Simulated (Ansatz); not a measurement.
These are frozen-core CCSD(T)/def2-TZVPP // r2SCAN-D4/def2-SVP run with Ansatz (an electronic-structure program) values and carry that method's errors.

Ansatz 0.2 input:
```yaml
crystal:
  periodic: [false, false, false]
  atoms:
    - { symbol: Ta, position_ang: [0.374908, 0.400306, -0.067644] }
    - { symbol: Cl, position_ang: [1.552372, 2.202398, 0.874078] }
    - { symbol: Cl, position_ang: [1.302247, 0.538545, -2.272202] }
    - { symbol: N, position_ang: [-1.388231, 0.73653, -0.904823] }
    - { symbol: H, position_ang: [-2.273156, 0.776942, -0.406526] }
    - { symbol: H, position_ang: [-1.526435, 0.775799, -1.912562] }
    - { symbol: N, position_ang: [0.977885, -1.492401, -0.058194] }
    - { symbol: H, position_ang: [1.270634, -1.992575, -0.895021] }
    - { symbol: H, position_ang: [0.99157, -2.099691, 0.757019] }
    - { symbol: N, position_ang: [-0.464334, 0.055529, 1.70951] }
    - { symbol: H, position_ang: [-0.376499, 0.679152, 2.511965] }
    - { symbol: H, position_ang: [-1.043003, -0.74377, 1.969263] }
basis:
  gaussian: { orbitals: def2-TZVPP }
correlation:
  method: ccsd_t
```

Output:

```
Functional definition: HF
1904 factors; integrals over basis functions are off by at most 1.2e-3 eV
mean field evaluation 1: about -31082.0153 eV, gradient 6.6e1 eV
mean field evaluation 2: about -31082.2467 eV, gradient 6.7e1 eV
mean field evaluation 4: about -31090.8951 eV, gradient 7.0e0 eV
mean field evaluation 8: about -31091.0541 eV, gradient 7.3e-1 eV
mean field evaluation 16: about -31082.0141 eV, gradient 6.6e1 eV
mean field -31091.05571078 eV, -1142.5752230968 hartree, gradient 2.1e-6 eV, S^2 0.000000; 0 other end points of the search recorded, 0 dependent functions left out
13 core orbitals not correlated
reference -31091.05571078 eV, -1142.5752230968 hartree; 24, 24 occupied and 280, 280 virtual orbitals, 1904 factors
second order -39.43482803 eV of doubles, -0.00000000 eV of singles
cycle   1  -38.87715037 eV  change    5.6e-1 eV  update   1.9e-1
cycle   2  -39.84811774 eV  change   -9.7e-1 eV  update   8.6e-2
cycle   3  -40.17527203 eV  change   -3.3e-1 eV  update   3.8e-2
cycle   4  -40.15919744 eV  change    1.6e-2 eV  update   1.5e-2
cycle   5  -40.14895579 eV  change    1.0e-2 eV  update   6.8e-3
cycle   6  -40.15271508 eV  change   -3.8e-3 eV  update   2.5e-3
cycle   7  -40.15311118 eV  change   -4.0e-4 eV  update   1.2e-3
cycle   8  -40.15280646 eV  change    3.0e-4 eV  update   4.2e-4
cycle   9  -40.15303349 eV  change   -2.3e-4 eV  update   2.0e-4
cycle  10  -40.15313852 eV  change   -1.1e-4 eV  update   9.0e-5
cycle  11  -40.15300295 eV  change    1.4e-4 eV  update   4.2e-5
cycle  12  -40.15304273 eV  change   -4.0e-5 eV  update   2.4e-5
perturbative correction -1.92934170 eV, -0.0709019998 hartree
Total energy: -31133.13809522 eV, -1144.1217222004 hartree
```

Cost: around 110 core-minutes (rough).
